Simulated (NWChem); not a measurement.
Species: C2H7O cation; SMILES CC[OH2+]

```xyz
10

C      0.2800    -1.2776     0.0000
C     -0.6073    -0.0758     0.0000
O      0.1964     1.2190     0.0000
H     -0.3734    -2.1651     0.0000
H      0.9072    -1.3419    -0.9018
H      0.9072    -1.3419     0.9018
H     -1.2308     0.0392     0.8957
H     -1.2308     0.0392    -0.8957
H      0.7484     1.3517    -0.7956
H      0.7484     1.3517     0.7956
```
Atoms are numbered in this order, from 1.

Program: NWChem. Geometry optimised at PBE0/def2-SVP; all other runs use it. Pople sets run with spherical d functions. Vzz has the sign of the potential's second derivative.

```csv
quantity,level,value
"charge (e), Mulliken O3",B3LYP/def2-SVP,-0.07
cavity-dispersion-structure term (kcal/mol) in methanol,"B3LYP/def2-SVP, SMD",___
Vzz O3 (a.u.),PBE0/6-31G*,___
highest occupied level (eV),"LDA (Slater exchange, VWN5)/def2-SVP",-14.13
highest harmonic frequency (cm⁻¹),PBE0/def2-SVP,3766
```

Question: Some entries are withheld; supply them.

Answer: 
- cavity-dispersion-structure term (kcal/mol) in methanol, value: 0.0
- Vzz O3 (a.u.), value: -1.804
